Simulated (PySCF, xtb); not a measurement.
Cl₂H₅NSi₂, SMILES Cl[SiH]([SiH2]N)Cl. The values are those of a single conformer.

Harmonic wavenumbers (cm⁻¹) from xtb with GFN2-xTB at its own minimum, in rising order: 7, 87, 89, 147, 176, 219, 353, 423, 469, 502, 524, 609, 621, 640, 708, 758, 811, 901, 1513, 2214, 2240, 2242, 3462, 3494.

Task: What does B3LYP-D3(BJ)/def2-SVP in PySCF give at its own minimum? (The exact figures need the calculation; the answer reports its results.)

Result: 38, 81, 104, 169, 185, 263, 397, 475, 503, 524, 555, 697, 752, 796, 834, 856, 916, 925, 1556, 2218, 2230, 2232, 3543, 3630. Paired by order, the mean absolute difference is 55 cm⁻¹ and the zero-point energies are 33.2 and 35.0 kcal/mol.
